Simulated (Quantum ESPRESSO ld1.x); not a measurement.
Question: Species: N2+. Configuration: [He] 2s2 2p1. All-electron calculation, non-relativistic Kohn-Sham, LDA (Slater exchange, Perdew-Zunger correlation), spin-unpolarised, spherical densities, point nucleus. Program: ld1.x of Quantum ESPRESSO 7.5. Some entries of the table are withheld. Estimate them.

| orbital | occ. | eigenvalue (hartree) | <r^2> (bohr^2) |
|---|---|---|---|
| 1s | 2 | (1) | 0.07215 |
| 2s | 2 | -1.79553 | 1.641 |
| 2p | 1 | (2) | 1.598 |
| 3s | 0 | -0.47725 | (3) |
| 3p | 0 | (4) | (5) |

Answer: 
(1) 1s eigenvalue (hartree): -15.4492
(2) 2p eigenvalue (hartree): -1.38247
(3) 3s <r^2> (bohr^2): 13.00
(4) 3p eigenvalue (hartree): -0.38508
(5) 3p <r^2> (bohr^2): 15.49
